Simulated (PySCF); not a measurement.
## Structure elucidation problem

An unknown has the formula C₂H₈F₂Si₃. Its calculated NMR data are:

$^{1}$H NMR (300 MHz, computed): δ 6.69 (m, 1H), 4.97 (m, 1H), 4.69 (m, 1H), 4.69 (m, 1H), 4.66 (m, 1H), 4.53 (m, 1H), 0.71 (m, 1H), 0.65 (m, 1H).

$^{13}$C{$^{1}$H} NMR (computed): δ 130.7 (CH), -2.9 (CH2).

PySCF 2.14 calculation with structure optimised with GFN2-xTB and PBE0/pcSseg-1 with gauge-including orbitals; isolated molecule, one computed conformer, non-relativistic.

Referencing at the same level of theory: $^{1}$H, $^{13}$C vs TMS.

Question: Deduce the structure.

Answer: 
The formula gives 1 degree of unsaturation (1 ring in the answer). 2 carbon signals for 2 carbons: no two carbons are equivalent. Carbon types of the structure: 1 × CH, 1 × CH2, leaving 5 H on heteroatoms. δC 130.7: sp3 CH bonded to 2 F and Si; 2 electronegative neighbours deshield it. δC -2.9: sp3 CH2 bonded to 2 Si; an electropositive neighbour leaves it electron-rich and shielded. δH 6.69: hydrogen on an sp3 CH bonded to 2 F and Si; its carbon carries F, which withdraws density. δH 4.97: hydrogen on a silicon bonded to 2 C, Si, in a 4-membered ring. δH 4.69, 4.69: hydrogen on a silicon bonded to C, Si, in a 4-membered ring. δH 4.66, 4.53: hydrogen on a silicon bonded to 2 Si, in a 4-membered ring. δH 0.71, 0.65: hydrogen on an sp3 CH2 bonded to 2 Si; an electropositive neighbour shields it, as in TMS itself.

These data were computed for `FC(F)[Si@H]1C[SiH2][SiH2]1`.

The data come from this structure; uniqueness wasn't tested.

Splittings by $^{19}$F in the carbon and heteronuclear signals aren't shown, as no couplings were computed. Shifts are as computed. Against solution values, carbons near 30 ppm lie about +3 ppm off and those near 130 ppm about +5 ppm. Of 1211 compounds with measured shifts, 218 miss one by over three times the rms of a fit or turn the order of signals round; such compounds aren't used in these exercises. Multiplicities follow the n + 1 count of equivalent neighbours, as no J values were calculated; m marks all less simple cases, F and P coupling included.
